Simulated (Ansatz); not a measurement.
Geometry optimisation, RKS PBE0/def2-SVP (Ansatz 0.2.0).

Input file:

```yaml
crystal:
  periodic: [false, false, false]
  atoms:
    - { symbol: Ga, position_ang: [-0.270177, -0.392084, -1.003795] }
    - { symbol: O, position_ang: [1.226267, 0.312066, 1.47307] }
    - { symbol: H, position_ang: [0.989033, -0.394475, 2.086559] }
    - { symbol: H, position_ang: [1.80419, -0.143978, 0.820978] }
    - { symbol: H, position_ang: [-1.704014, 0.33707, -0.548412] }
basis:
  gaussian: { orbitals: def2-SVP }
hamiltonian:
  xc: pbe0
relax:
  f_tol: 0.03
  max_steps: 50
```

Command:

```bash
$ ansatz run input.yaml --threads 1 --pin off --max-ram 2048MiB --backend cpu --events-out ev --progress --plain --runs-dir out
```

Task: Where does it end, and by what steps?

Result: The run converged. After 8 steps the energy has fallen by 0.253 eV; H5 moved furthest, 0.71 Å.

```csv
step,energy less start (eV),largest force component (eV/Å),accepted
0,0.0000,0.815,yes
1,-0.0281,1.683,yes
2,-0.0680,2.227,yes
3,-0.1522,1.415,yes
4,-0.1993,0.649,yes
5,-0.2392,0.223,yes
6,-0.2493,0.161,yes
7,-0.2524,0.034,yes
8,-0.2532,0.019,yes
```

```xyz
5
Properties=species:S:1:pos:R:3
Ga -0.103 -0.139 -1.025
O 1.071 0.106 0.953
H 0.545 -0.023 1.751
H 1.929 -0.305 1.107
H -1.398 0.078 0.043
```

Whether the end is a true minimum wasn't checked by a vibrational analysis.

The run took 17 s on 1 thread of AMD EPYC 7R43 64-Core Processor (Zen 3), with other jobs on the host, peak memory 0.12 GiB.
